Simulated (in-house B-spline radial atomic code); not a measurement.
**RPA and G0W0 on r2SCAN0: Ga III (Ga2+)**

Configuration [Ar] 3d10 4s1, highest spin, mean-field start r2SCAN0. Computed with an all-electron radial atomic-structure program (B-spline basis): all electrons, scalar-relativistic (spin-free one-electron X2C), finite nucleus, each spin shell either full or empty, empty states to l = 9 with an (l + 1/2)⁻⁴ tail; G0W0 by contour deformation at full frequency.

RPA overbinds a lone outer s electron by self-correlation, and G0W0 tends to as well.

Command:
```bash
python run_gw.py task.json out
```
Settings (radii: box in bohr, nucleus in fm):
```
Z                        31
electrons                29
configuration            [Ar] 3d10 4s1
hamiltonian              x2c
method                   r2scan0
lmax                     9
rms_radius               3.9973
spin_polarised           True
box_radius               17.55
intervals                70
ion_configuration        [Ar] 3d10
```

Run time, properties included: 6.8 s on 1 thread of Arm Neoverse N1, with other jobs on the host.

Energies (hartree):

| term | value |
| --- | --- |
| mean-field total | -1942.85279 |
| Hartree-Fock functional on these orbitals | -1941.32932 |
| direct second order | -2.5316 |
| second-order exchange | 0.73604 |
| SOSEX correction | 0.66694 |

(1) What is the RPA correlation energy, and what remains with SOSEX?

Quasi-particle levels (eV):

```json
{"level": "4s up", "occupied": "yes", "mean field": "-27.914", "Σx - vxc": "-2.02", "Σc": "?", "QP weight": "?", "G0W0": "?"}
{"level": "3d down", "occupied": "yes", "mean field": "-42.97", "Σx - vxc": "-9.24", "Σc": "2.99", "QP weight": "0.905", "G0W0": "-49.22"}
{"level": "4s down", "occupied": "no", "mean field": "-23.040", "Σx - vxc": "4.77", "Σc": "-2.21", "QP weight": "0.949", "G0W0": "-20.473"}
```

G0W0 = mean field + (Σx - vxc) + Σc, with Σc (partial-wave tail included) taken at the quasi-particle energy. Only the outer levels were computed. Levels of low weight are left out.

(2) Where does G0W0 put 4s up?

(3) What does it cost to remove one electron (to [Ar] 3d10) by differences of total energies, each species on its own start (correlation terms add to the Hartree-Fock functional)?

Answers

(1) RPA gives -2.1382 hartree (-2.01 eV per electron); RPA + SOSEX gives -1.4713, and the second-order doubles -1.7955 hartree (no singles). SOSEX takes back 31 % of the RPA value.

(2) At -31.40 eV, with Σc = -1.47 eV and a quasi-particle weight of 0.965. The tabulated removal energy is 30.726 eV (NIST, measured); the calculation leaves out spin-orbit coupling, Breit and QED terms, and what these don't explain is the method's own error.

(3) r2SCAN0 31.07 eV, Hartree-Fock functional 29.541 eV, + RPA 31.21 eV, + RPA + SOSEX 30.56 eV, + second order 31.21 eV. Tabulated: 30.726 eV (NIST, measured); the calculation leaves out spin-orbit coupling, Breit and QED terms, and what these don't explain is the method's own error.
